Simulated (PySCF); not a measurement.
A structure optimised at PBE0-D3(BJ)/def2-SVP, used in a PySCF frequency run:

```xyz
11

N     -1.9513    -1.1482     0.6897
C     -0.6040    -1.3844     0.1768
Si     0.3573     0.1737    -0.1192
O      0.4529     1.0048     1.2913
F      1.8328    -0.0759    -0.7289
F     -0.3928     1.0950    -1.2199
H     -1.9102    -0.6074     1.5519
H     -2.4915    -0.5918     0.0295
H     -0.6608    -1.9684    -0.7574
H     -0.0496    -2.0297     0.8796
H      0.8091     1.8980     1.2845
```

Question: Write its SMILES and formula.

Answer: NC[Si](O)(F)F, CH5F2NOSi

Question: What are its rotational constants (standard atomic weights)?

Answer: 3.7951, 2.0533, 2.0415 GHz
